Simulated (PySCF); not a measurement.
W(O)2(Me)2 (C₂H₆O₂W), SMILES [O]=[W](=[O])([CH3])[CH3], multiplicity 1.

Coordinates come from a B3LYP-D3(BJ)/def2-SVP optimisation. The spin state was assumed, not searched. The structure was generated by enumeration; whether it is a known compound was not checked. The def2 effective core potentials stand for the cores of W; spin–orbit coupling is left out.

Computed with PBE/def2-TZVP in PySCF.

Gas-phase values at a fixed geometry.

- total energy: -297.37235 hartree
- point group: C2v
- highest occupied level: -7.24 eV
- lowest empty level: -3.27 eV
- orbital gap: 3.97 eV
- dipole moment: 3.60 D
- quadrupole, principal values (traceless, Buckingham form, about the centre of nuclear charge): -6.08, -0.74, 6.82 D·Å
- mean static polarisability: 70.8 bohr³ (10.50 Å³)
- polarisability, principal values: 66.0, 68.9, 77.6 bohr³
